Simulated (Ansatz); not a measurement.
Geometry optimisation, RHF/def2-SVP (Ansatz 0.2.0).

input.yaml

```yaml
crystal:
  periodic: [false, false, false]
  atoms:
    - { symbol: Si, position_ang: [-0.895222, -0.010699, -0.198739] }
    - { symbol: Cl, position_ang: [2.376807, -0.774577, 0.519656] }
    - { symbol: F, position_ang: [-0.341716, -0.352941, -1.639383] }
    - { symbol: F, position_ang: [-2.339089, 0.610102, -0.383272] }
    - { symbol: H, position_ang: [-0.928934, -1.154515, 0.684104] }
    - { symbol: H, position_ang: [2.093172, 0.49247, 0.614687] }
    - { symbol: F, position_ang: [0.034982, 1.190059, 0.402746] }
basis:
  gaussian: { orbitals: def2-SVP }
hamiltonian:
  xc: hf
relax:
  f_tol: 0.03
  max_steps: 50
```

Command:

```bash
$ ansatz run input.yaml --threads 2 --pin off --max-ram 3072MiB --backend cpu --events-out ev --progress --plain --runs-dir out
```

Problem. Where does it end, and by what steps?

Solution. It converged. After 6 steps the energy has fallen by 0.084 eV; Cl2 moved furthest, 0.29 Å.

```json
{"step": "0", "energy less start (eV)": "0.0000", "largest force component (eV/Å)": "1.080", "accepted": "yes"}
{"step": "1", "energy less start (eV)": "-0.0571", "largest force component (eV/Å)": "0.795", "accepted": "yes"}
{"step": "2", "energy less start (eV)": "-0.0713", "largest force component (eV/Å)": "0.502", "accepted": "yes"}
{"step": "3", "energy less start (eV)": "-0.0827", "largest force component (eV/Å)": "0.108", "accepted": "yes"}
{"step": "4", "energy less start (eV)": "-0.0837", "largest force component (eV/Å)": "0.116", "accepted": "yes"}
{"step": "5", "energy less start (eV)": "-0.0834", "largest force component (eV/Å)": "0.127", "accepted": "no"}
{"step": "6", "energy less start (eV)": "-0.0841", "largest force component (eV/Å)": "0.020", "accepted": "yes"}
```

```xyz
7
Properties=species:S:1:pos:R:3
Si -0.997 0.007 -0.238
Cl 2.644 -0.760 0.634
F -0.504 -0.354 -1.697
F -2.441 0.643 -0.360
H -1.015 -1.151 0.628
H 2.348 0.477 0.707
F -0.035 1.139 0.327
```

Run time: 2.6 s on 2 threads of AMD EPYC 9R45 96-Core Processor (Zen 5), with other jobs on the host, peak memory 0.18 GiB.
